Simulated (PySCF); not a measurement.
How methods differ on the ionisation energy of N⁺

N⁺ [He] 2s2 2p2 (3P) → N²⁺ [He] 2s2 2p1 (2P), as a difference of total energies. Calculation: PySCF 2.14, in aug-cc-pVDZ; no relativity, point nucleus. Correlated levels: valence: 1s2 frozen. The calculations carry no spin-orbit coupling.

```csv
method,ionisation energy (eV)
UHF,29.225
M06-L,29.865
LDA,30.087
MP2 (valence),29.462
SCS-MP2 (valence),29.358
CCSD (valence),29.295
CCSD(T) (valence),29.303
```

**Question.** How much does correlation contribute at CCSD(T) (valence)?

**Answer.** 29.303 − (29.225) = 0.078 eV, measured against UHF.

Errors of the correlated levels include the incompleteness of this basis and the frozen core.

For comparison: 29.601 eV (semi-empirical (NIST evaluation); NIST Atomic Spectra Database, ionization energies).
